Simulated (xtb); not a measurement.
Cl4Sb, charge +1, singlet, at a GFN2-xTB geometry; GFN2-xTB run with xtb.

Input for xtb:
```
$ xtb mol.xyz --gfn 2 --chrg 1 --ohess --json

# file mol.xyz
5

Sb    -0.00000000    -0.00000000     0.00000000
Cl     1.84740184    -0.63968342    -1.20239968
Cl     0.62122222     0.48888872     2.15474458
Cl    -0.93603228     1.85924544    -0.96690403
Cl    -1.53259177    -1.70845074     0.01455913
```

It wrote (shortened):

```
   ID    Z sym.   atoms
    1   51 Sb     1
    2   17 Cl     2-5

           -------------------------------------------------
          |                Calculation Setup                |
           -------------------------------------------------

           -------------------------------------------------
          |                 G F N 2 - x T B                 |
           -------------------------------------------------

          ...................................................
          :                      SETUP                      :
          :.................................................:
          :  # basis functions                  50          :
          :  # atomic orbitals                  45          :
          :  # shells                           15          :
          :  # electrons                        32          :
          :  max. iterations                   250          :
          :  Hamiltonian                  GFN2-xTB          :
          :  restarted?                      false          :
          :  GBSA solvation                  false          :
          :  PC potential                    false          :
          :  electronic temp.          300.0000000     K    :
          :  accuracy                    1.0000000          :
          :  -> integral cutoff          0.2500000E+02      :
          :  -> integral neglect         0.1000000E-07      :
          :  -> SCF convergence          0.1000000E-05 Eh   :
          :  -> wf. convergence          0.1000000E-03 e    :
          :  Broyden damping             0.4000000          :
          :  net charge                          1          :
          :  unpaired electrons                  0          :
          ...................................................

 iter      E             dE          RMSdq      gap      omega  full diag
   1    -19.8348558 -0.198349E+02  0.973E+00    3.52       0.0  T
   2    -19.8401073 -0.525154E-02  0.707E+00    4.14       1.0  T
   3    -20.0670168 -0.226909E+00  0.355E+00    3.67       1.0  T
   4    -20.0783478 -0.113310E-01  0.854E-01    3.76       1.0  T
   5    -20.0805778 -0.223001E-02  0.343E-01    3.79       1.0  T
   6    -20.0806574 -0.796161E-04  0.157E-01    3.81       1.0  T
   7    -20.0806491  0.827855E-05  0.946E-02    3.82       1.0  T
   8    -20.0806766 -0.274189E-04  0.351E-03    3.82      12.7  T
   9    -20.0806766 -0.190597E-07  0.194E-03    3.82      23.1  T
[...]
         :: total energy             -20.073248968828 Eh    ::
 * total energy  :   -20.0732490 Eh     change       -0.4897771E-10 Eh
   *** GEOMETRY OPTIMIZATION CONVERGED AFTER 1 ITERATIONS ***
         :: total energy             -20.073248968877 Eh    ::
[...]
       1     71.08    -1.22933 ( 80.33%)    -0.95219 ( 19.67%)    -1.17482
       2     71.09    -1.22925 ( 80.34%)    -0.95215 ( 19.66%)    -1.17478
       3     98.31    -1.03981 ( 93.73%)    -0.85616 (  6.27%)    -1.02829
       4     98.32    -1.03974 ( 93.73%)    -0.85612 (  6.27%)    -1.02823
       5     98.32    -1.03973 ( 93.73%)    -0.85612 (  6.27%)    -1.02822
       6    295.42    -0.43014 ( 99.92%)    -0.53028 (  0.08%)    -0.43022
   ------------------------------------------------------------------------

   temp. (K)  partition function   enthalpy   heat capacity  entropy
                                   cal/mol     cal/K/mol   cal/K/mol   J/K/mol
 298.15  VIB   550.                 3347.516     15.682     23.285
         ROT  0.708E+05              888.752      2.981     25.173
         INT  0.389E+08             4236.269     18.663     48.458
         TR   0.414E+28             1481.254      4.968     42.588
         TOT                        5717.5226    23.6310    91.0452   380.9333

       T/K    H(0)-H(T)+PV         H(T)/Eh          T*S/Eh         G(T)/Eh
   ------------------------------------------------------------------------
    298.15    0.911145E-02    0.131149E-01    0.432585E-01   -0.301436E-01
   ------------------------------------------------------------------------

         :::::::::::::::::::::::::::::::::::::::::::::::::::::
         ::                  THERMODYNAMIC                  ::
         :::::::::::::::::::::::::::::::::::::::::::::::::::::
         :: total free energy         -20.103392572787 Eh   ::
         ::.................................................::
         :: total energy              -20.073248968877 Eh   ::
         :: zero point energy           0.004003478252 Eh   ::
         :: G(RRHO) w/o ZPVE           -0.034147082163 Eh   ::
         :: G(RRHO) contrib.           -0.030143603910 Eh   ::
         :::::::::::::::::::::::::::::::::::::::::::::::::::::

optimized geometry written to: xtbopt.xyz

           -------------------------------------------------
          | TOTAL ENERGY              -20.073248968877 Eh   |
          | TOTAL ENTHALPY            -20.060134038399 Eh   |
          | TOTAL FREE ENERGY         -20.103392572787 Eh   |
          | GRADIENT NORM               0.000006408053 Eh/α |
          | HOMO-LUMO GAP               3.819767093976 eV   |
           -------------------------------------------------

normal termination of xtb
```
